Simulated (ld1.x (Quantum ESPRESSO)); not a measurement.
How hard is this germanium (Ge) TM potential?

* Element: germanium (Ge)
* Generator: ld1.x (Quantum ESPRESSO) 7.5
* Type: norm-conserving Troullier–Martins (Kleinman–Bylander form)
* Functional: PBE
* Relativity: scalar-relativistic
* Frozen core: [Ne] 3s2
* Valence charge: 20
* Reference configuration: 3p6 3d10 4s1.5 4p2.5
* Partial waves: 3p (bound): rc 1.05 bohr; 3d (bound): rc 1.15 bohr; 4s (bound): rc 1.70 bohr
* Local potential: the s channel
* Core correction: none

Occupied shells without a wave of their own: 4p. They enter only through the test configuration that unscreens the potential.

The pseudo-atom Hamiltonian at the reference potential is diagonalised in spherical Bessel functions j_l(qr) that vanish at 20 bohr, with q² up to the cutoff. All-electron valence levels (Ry): 3p -8.5649, 4p -0.3123, 3d -2.2195, 4s -0.8984.

**Question.** How do the lowest levels (Ry) of each channel move with the cutoff, and are there ghosts?

**Answer.**

```
cutoff (Ry)     p #1     p #2    p #3     d #1     s #1     s #2    f #1    f #2  Σ f·Δε (mRy)
          8  -0.8652  -0.0054  0.0846   0.0524  -0.8445  -0.0320  0.1086  0.2311       69481.3
         25  -3.9789  -0.1451  0.0383   0.0523  -0.8934  -0.0361  0.1086  0.2311       50375.1
         50  -7.7229  -0.1923  0.0329   0.0515  -0.8982  -0.0364  0.1086  0.2311       27778.4
        100  -8.5579  -0.1987  0.0323  -1.4126  -0.8984  -0.0364  0.1086  0.2311        8110.7
        180  -8.5643  -0.1988  0.0323  -2.2147  -0.8984  -0.0364  0.1086  0.2311          50.9
        400  -8.5649  -0.1988  0.0323  -2.2195  -0.8984  -0.0364  0.1086  0.2311           0.0
```

Result: no extra level below or beside the all-electron valence levels (p, d, s, f tested); 10 mRy is reached at 230 Ry and 1 mRy at over 300 Ry.

The potential misses its own reference levels by up to 1.5 eV, so it is not fit for use. Its largest configuration-test error is +12987 meV.
